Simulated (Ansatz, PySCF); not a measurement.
The PySCF input:
```python
from pyscf import gto, scf, dft

mol = gto.Mole()
mol.atom = '''
    B     0.697434    0.017586    0.015856
    N    -0.541988   -0.010755   -0.010437
    H     1.836800    0.040376    0.037915
    H    -1.530057   -0.053021   -0.044133
'''
mol.basis = '6-311g**'
mol.charge = 0
mol.spin = 0
mol.verbose = 4
mol.build()

mf = dft.RKS(mol)
mf.xc = 'wb97x_v'
mf.grids.atom_grid = (99, 590)
mf.grids.prune = None
mf.kernel()
```

**Question.** Convert this to an input for Ansatz (a first-principles code).

**Answer.** One answer among several that fit: 
Ansatz 0.2 input:
```yaml
crystal:
  periodic: [false, false, false]
  atoms:
    - {symbol: B, position_ang: [0.69743449, 0.01758553, 0.01585591]}
    - {symbol: N, position_ang: [-0.54198802, -0.01075454, -0.01043728]}
    - {symbol: H, position_ang: [1.83680038, 0.04037551, 0.03791482]}
    - {symbol: H, position_ang: [-1.53005672, -0.05302143, -0.04413341]}
basis:
  gaussian:
    orbitals: 6-311G__.json
hamiltonian:
  xc: {name: wB97X-V}
accuracy: high
```
The basis file holds 6-311G** in the JSON format of the Basis Set Exchange.

Both were run: PySCF gave -80.794361 Eh and Ansatz -80.794361 Eh, 0.000 mEh apart.
